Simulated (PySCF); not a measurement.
# Electron correlation in Kr+ (krypton, charge +1)

[Ar] 3d10 4s2 4p5, 2P determinant. Computed with PySCF 2.14 in cc-pVDZ-DK (5s4p2d, 27 functions), with the spin-free X2C one-electron Hamiltonian (Gaussian nucleus). Frozen: [Ar] 3d10; 7 electrons correlated.

MP2 pair energies summed by pair of shells (mhartree):

```
 pair  energy  share (%)
4p-4p  -63.84       68.1
4s-4p  -24.64       26.3
4s-4s   -5.21        5.6
```

Total MP2 correlation energy: -93.69 mhartree.

Same-spin part -23.99 and opposite-spin part -69.70 mhartree; SCS-MP2 scales them by 1/3 and 6/5 to -91.64 mhartree.

```csv
level,correlation energy (mhartree)
CCSD,-107.50
(T),-0.81
CCSD(T),-108.31
```

Diagnostics: T1 = 0.0045, D1 = 0.0155, largest double amplitude 0.049.

Cost of the coupled-cluster step: 0.07 s of wall time on 1 thread of Neoverse-V2 (shared host), for 7 correlated electrons.
